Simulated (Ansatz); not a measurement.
Gas-phase electronic energies from Ansatz, PBE0-D4/def2-TZVP geometries. CCSD(T)/CBS is the MP2 limit (def2-TZVPP, def2-QZVPP) plus CCSD(T) − MP2 in def2-TZVPP, frozen cores. Functionals use def2-TZVPP. For Ga outer-core shells are correlated without core-valence functions, which leaves a few kJ/mol of doubt a bond. Scalar relativity is left out up to krypton. One conformer a species, not always the lowest.

Reaction (formal exchange of groups at a Ga–H bond): `C[NH][GaH2]` + `C=N/C=C/CF` → `C[NH][GaH][CH2]F` + `C=CN=C`

`C[NH][GaH2]`:

```xyz
9

C     1.026   -0.596   -0.474
N    -0.359   -0.429   -0.106
Ga   -1.134    1.015    0.675
H     1.590    0.303   -0.212
H     1.156   -0.758   -1.551
H     1.498   -1.438    0.047
H    -0.926   -1.232   -0.326
H    -2.665    0.918    0.962
H    -0.186    2.217    0.985
```

`C=N/C=C/CF`:

Cartesian coordinates in Å:
```
C 1.109 0.900 2.213
N 0.914 1.037 0.969
C 0.131 0.079 0.332
C -0.114 0.167 -0.972
C -0.932 -0.794 -1.748
F -1.422 -1.813 -0.961
H 0.691 0.070 2.798
H 1.716 1.633 2.739
H -0.277 -0.744 0.922
H 0.308 0.999 -1.527
H -0.337 -1.246 -2.552
H -1.787 -0.287 -2.213
```

`C[NH][GaH][CH2]F`:

```xyz
12

C     0.751    1.484   -0.819
N     0.778    0.059   -1.065
Ga   -0.028   -1.281   -0.151
C    -1.139   -0.866    1.447
F    -1.202    0.499    1.730
H     0.138    1.700    0.056
H     1.753    1.888   -0.629
H     0.326    2.039   -1.665
H     1.333   -0.190   -1.868
H     0.200   -2.736   -0.678
H    -0.745   -1.372    2.335
H    -2.165   -1.225    1.308
```

`C=CN=C`:

```xyz
9

C     0.785    1.489   -0.435
C     0.459    0.278    0.004
N    -0.835   -0.217   -0.135
C    -1.068   -1.379    0.308
H     1.791    1.872   -0.325
H     0.040    2.115   -0.912
H     1.202   -0.364    0.489
H    -2.070   -1.794    0.214
H    -0.303   -2.002    0.791
```

```json
{"level": "PBE0-D4", "ΔE (kJ/mol)": "10.6"}
{"level": "B2PLYP", "ΔE (kJ/mol)": "6.5"}
```

What does CCSD(T)/CBS give? (Estimate.)

Computed: +2.6 kJ/mol. The listed levels differ from it by 8.0, 3.9 kJ/mol.

Largest T1 diagnostic among the species: 0.015.

In def2-TZVPP, CCSD(T) changes the Hartree–Fock value by −10.0 kJ/mol (the triples alone add −0.8 kJ/mol) and MP2 by −9.8 kJ/mol. From PBE to PBE0 (25 % exact exchange), in def2-TZVPP and without D4, ΔE moves by +3.2 kJ/mol.
